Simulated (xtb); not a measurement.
hydrogen telluride (H$_{2}$Te), singlet, at a GFN2-xTB geometry; GFN0-xTB run with xtb.

Input for xtb:
```
$ xtb mol.xyz --gfn 0 --etemp 5000 --json

# file mol.xyz
3

Te    -0.00025927     0.04373338     0.00203842
H     -1.13139252    -1.14269398    -0.07705391
H      1.14487465    -1.13144164    -0.02894369
```

The log (banner, timings and long lists left out):

```
   ID    Z sym.   atoms
    1   52 Te     1
    2    1 H      2, 3

           -------------------------------------------------
          |                Calculation Setup                |
           -------------------------------------------------

           -------------------------------------------------
          |                 G F N 0 - x T B                 |
           -------------------------------------------------

          ...................................................
          :                      SETUP                      :
          :.................................................:
          :  # basis functions                  14          :
          :  # atomic orbitals                  13          :
          :  # shells                            7          :
          :  # electrons                         8          :
          :  electronic temp.         5000.0000000     K    :
          :  accuracy                    1.0000000          :
          :  -> integral cutoff          0.2500000E+02      :
          :  -> integral neglect         0.1000000E-07      :
          ...................................................

         :::::::::::::::::::::::::::::::::::::::::::::::::::::
         ::                     SUMMARY                     ::
         :::::::::::::::::::::::::::::::::::::::::::::::::::::
         :: total energy              -4.266523001886 Eh    ::
         :: gradient norm              0.008620934769 Eh/a0 ::
         :: HOMO-LUMO gap              3.837339578256 eV    ::
         ::.................................................::
         :: H0 energy                 -4.279997386031 Eh    ::
         :: repulsion energy           0.017146082262 Eh    ::
         :: electrostat energy        -0.003443145943 Eh    ::
         :: -> Gsolv                   0.000000000000 Eh    ::
         ::    -> Gsasa                0.000000000000 Eh    ::
         ::    -> Gshift               0.000000000000 Eh    ::
         :: dispersion energy         -0.000228552173 Eh    ::
         :: short-range corr.          0.000000000000 Eh    ::
         :: add. restraining           0.000000000000 Eh    ::
         :: total charge               0.000000000000 e     ::
         :::::::::::::::::::::::::::::::::::::::::::::::::::::

           -------------------------------------------------
          |                Property Printout                |
           -------------------------------------------------

    * Orbital Energies and Occupations

         #    Occupation            Energy/Eh            Energy/eV
      -------------------------------------------------------------
         1        2.0000           -0.7137787             -19.4229
         2        2.0000           -0.5159204             -14.0389
         3        1.9999           -0.4973960             -13.5348
         4        1.9770           -0.4125352             -11.2257 (HOMO)
         5        0.0231           -0.2715156              -7.3883 (LUMO)
         6        0.0001           -0.1794188              -4.8822
         7        0.0000           -0.1007367              -2.7412
         8                         -0.0752575              -2.0479
         9                         -0.0278761              -0.7585
        10                         -0.0278761              -0.7585
        11                         -0.0278761              -0.7585
        12                          0.4349369              11.8352
        13                          1.1263524              30.6496
      -------------------------------------------------------------
                  HL-Gap            0.1410196 Eh            3.8373 eV
             Fermi-level            0.0000000 Eh            0.0000 eV

     #   Z          covCN         q      C6AA      α(0)
     1  52 Te       1.904    -0.152   443.848    38.823
     2   1 H        0.952     0.076     2.018     2.220
     3   1 H        0.952     0.076     2.018     2.220

 Mol. C6AA /au·bohr⁶  :        570.495819
 Mol. C8AA /au·bohr⁸  :      49305.265690
 Mol. α(0) /au        :         43.263487

Wiberg/Mayer (AO) data.
largest (>0.10) Wiberg bond orders for each atom

 ---------------------------------------------------------------------------
     #   Z sym  total        # sym  WBO       # sym  WBO       # sym  WBO
 ---------------------------------------------------------------------------
     1  52 Te   1.980 --     2 H    0.990     3 H    0.990
     2   1 H    0.988 --     1 Te   0.990
     3   1 H    0.988 --     1 Te   0.990
 ---------------------------------------------------------------------------

Topologies differ in total number of bonds
Writing topology from bond orders to xtbtopo.mol

 dipole moment from electron density (au)
     X       Y       Z
  -0.0011   0.1938   0.0090  total (Debye):    0.493

           -------------------------------------------------
          | TOTAL ENERGY               -4.266523001886 Eh   |
          | GRADIENT NORM               0.008620934769 Eh/α |
          | HOMO-LUMO GAP               3.837339578256 eV   |
           -------------------------------------------------

normal termination of xtb
```
